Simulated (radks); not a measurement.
The numbers below are computed, except where a source is named.
Problem. The mean radii <r> (bohr) of the occupied orbitals of an atom or ion are listed with their occupations. Level of theory: scalar-relativistic Kohn-Sham, Slater X-alpha with alpha = 0.791, spin-polarised, spherical densities, finite nucleus; Fermi nuclear charge, rms radius of each element as measured or else 0.836 A^(1/3) + 0.57 fm (a radial shooting solver on a logarithmic mesh with Libxc functionals).

orbital  occ.      <r>
1s up       1  0.02842
1s down     1  0.02842
2s up       1   0.1225
2s down     1   0.1225
2p up       3   0.1069
2p down     3   0.1069
3s up       1   0.3300
3s down     1   0.3300
3p up       3   0.3279
3p down     3   0.3279
3d up       5   0.3041
3d down     5   0.3041
4s up       1   0.7871
4s down     1   0.7869
4p up       3   0.8471
4p down     3   0.8465
4d up       5    1.015
4d down     5    1.011
5s up       1    2.064
5s down     1    2.046
5p up       1    2.446

Name the element and its charge. Open shells, if any, are filled with parallel spins first.

Solution. Z = 51, antimony, charge +2: Sb2+ in [Kr] 4d10 5s2 5p1. The 1s radius gives Z: for a bare nucleus <r> = (2 gamma + 1)/(2Z) with gamma = sqrt(1 - (Z/c)^2), 0.028 bohr for Z = 51, and screening makes it slightly larger (0.02842 here). The occupations add up to 49, and the charge is Z minus that.
